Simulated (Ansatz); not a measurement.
A nudged elastic band was laid between two geometries of CH6GaN + ClH (11 atoms, charge 0, multiplicity 1).

The calculation used RKS revPBE/def2-SVP (Ansatz 0.2.0).

```
movable images  : 5
climbing image  : yes
spring          : 5.0 eV/Å²
optimiser       : quadratic models (default)
start path      : through a guess of the saddle point
force threshold : 0.03 eV/Å
iteration limit : 60
end points      : relaxed
```

Initial state:

```xyz
11
Properties=species:S:1:pos:R:3
Ga 0.504 -0.117 0.080
H 1.318 1.010 0.869
C -0.304 0.112 -1.714
N 0.423 -1.719 0.971
H -0.035 2.096 1.591
Cl -1.247 2.520 1.856
H 0.476 0.383 -2.454
H -1.043 0.938 -1.687
H -0.814 -0.810 -2.057
H 0.807 -1.872 1.905
H -0.087 -2.540 0.640
```

Final state:

```xyz
11
Properties=species:S:1:pos:R:3
Ga -0.525 -0.433 0.193
H 1.751 2.947 1.223
C -0.457 0.058 -1.715
N 0.203 -1.903 0.996
H 1.062 2.670 1.409
Cl -1.576 0.861 1.629
H 0.156 -0.660 -2.295
H -0.027 1.073 -1.822
H -1.484 0.074 -2.131
H 0.134 -2.080 2.000
H 0.764 -2.609 0.515
```

Which bonds break or form, and what moves?

Bonds broken: Ga1–H2, H5–Cl6. Bonds formed: Ga1–Cl6, H2–H5. CH6GaN + ClH becomes CH5ClGaN + H2.

What energy profile does the band end with?

It converged. The highest image is number 2 of 0 to 6, 27.3 kJ/mol above the first end and 126.6 kJ/mol above the last; the last end lies 99.3 kJ/mol below the first. A vibrational analysis at the climbing image gives one clearly imaginary mode, 532i cm⁻¹, and a faint second one (20i cm⁻¹) that may be numerical noise or a soft torsion: probably a first-order saddle point. The orbitals stay closed-shell, which can raise the energy where a bond breaks towards radicals; this wasn't checked here.

```json
{"image": "0", "path coordinate (Å)": "0.00", "energy (kJ/mol)": "0.0", "Ga1–H2 (Å)": "1.60", "H5–Cl6 (Å)": "1.31", "Ga1–Cl6 (Å)": "3.63"}
{"image": "1", "path coordinate (Å)": "0.97", "energy (kJ/mol)": "1.8", "Ga1–H2 (Å)": "1.60", "H5–Cl6 (Å)": "1.32", "Ga1–Cl6 (Å)": "3.37"}
{"image": "2", "path coordinate (Å)": "1.94", "energy (kJ/mol)": "27.3", "Ga1–H2 (Å)": "1.73", "H5–Cl6 (Å)": "1.55", "Ga1–Cl6 (Å)": "2.65"}
{"image": "3", "path coordinate (Å)": "2.94", "energy (kJ/mol)": "-65.6", "Ga1–H2 (Å)": "2.35", "H5–Cl6 (Å)": "2.39", "Ga1–Cl6 (Å)": "2.25"}
{"image": "4", "path coordinate (Å)": "3.94", "energy (kJ/mol)": "-93.7", "Ga1–H2 (Å)": "3.02", "H5–Cl6 (Å)": "2.92", "Ga1–Cl6 (Å)": "2.20"}
{"image": "5", "path coordinate (Å)": "4.95", "energy (kJ/mol)": "-98.5", "Ga1–H2 (Å)": "3.73", "H5–Cl6 (Å)": "3.22", "Ga1–Cl6 (Å)": "2.20"}
{"image": "6", "path coordinate (Å)": "5.95", "energy (kJ/mol)": "-99.3", "Ga1–H2 (Å)": "4.20", "H5–Cl6 (Å)": "3.21", "Ga1–Cl6 (Å)": "2.20"}
```

What is the geometry of the highest image?


```xyz
11
Properties=species:S:1:pos:R:3
Ga 0.194 -0.036 0.157
H 1.160 1.225 0.852
C -0.339 0.260 -1.719
N 0.607 -1.602 1.051
H 0.219 1.553 1.302
Cl -1.298 1.577 1.642
H 0.500 -0.007 -2.391
H -0.604 1.323 -1.874
H -1.214 -0.368 -1.976
H 0.800 -1.528 2.055
H -0.025 -2.396 0.901
```

The band took 9 iterations and about 4 core-minutes.

Time of the run: 2.2 min on 2 threads of Intel(R) Xeon(R) Platinum 8259CL CPU @ 2.50GHz (Skylake/Cascade Lake) (shared host), peak memory 0.18 GiB.
